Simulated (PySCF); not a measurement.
UHF on Ne(2+) (neon, charge +2)

Configuration: [He] 2s2 2p3 3d1, high-spin 5D determinant (an excited configuration). Computed with PySCF 2.14 in dyall-av3z, with scalar relativity by spin-free X2C-1e.

```json
{"Total energy": "-124.540601 hartree", "One-electron energy": "-161.3533 hartree", "Hartree (Coulomb) energy": "47.6324 hartree", "Exchange energy": "-10.8197 hartree", "⟨S²⟩": "6.0023", "⟨L²⟩": "6.002", "Sum of ⟨r⟩": "6.081 bohr", "Sum of ⟨r²⟩": "7.667 bohr²", "Traceless quadrupole moment −½Σ⟨3z² − r²⟩ along its main axis": "1.13 e·bohr²", "Langevin diamagnetic susceptibility": "-6.07 ×10⁻⁶ cm³/mol"}
```

| shell | electrons | mean orbital energy (eV) | spread (eV) | rms radius, mean of both spins (bohr) |
| --- | --- | --- | --- | --- |
| 1s α | 1 | -964.49 | 0 | 0.182 |
| 1s β | 1 | -958.51 | 0 | 0.182 |
| 2s α | 1 | -112.29 | 0 | 0.874 |
| 2s β | 1 | -92.034 | 0 | 0.874 |
| 2p α | 3 | -83.949 | 0.055 | 0.837 |
| 3d α | 1 | -8.030 | 0 | 1.99 |

The outer electron is Rydberg-like, and this basis confines it to a smaller radius and binds it less than a complete one would.

Spin-orbit constants ζ (cm⁻¹) from the X2C one-electron operator on these orbitals: bare nucleus, nucleus screened by l(l+1)(2l+1)/3 electrons, and screened by the Breit-Pauli mean field of the electrons.

```csv
shell,bare,screened nucleus,mean field
2p,948.0,758.4,684.5
3d,18.90,5.669,5.152
```

To first order the Landé constant is A = 1.288 cm⁻¹, so the lowest level has J = 0 and lies 0.000958 eV below the centre of the term. This holds in LS coupling only.
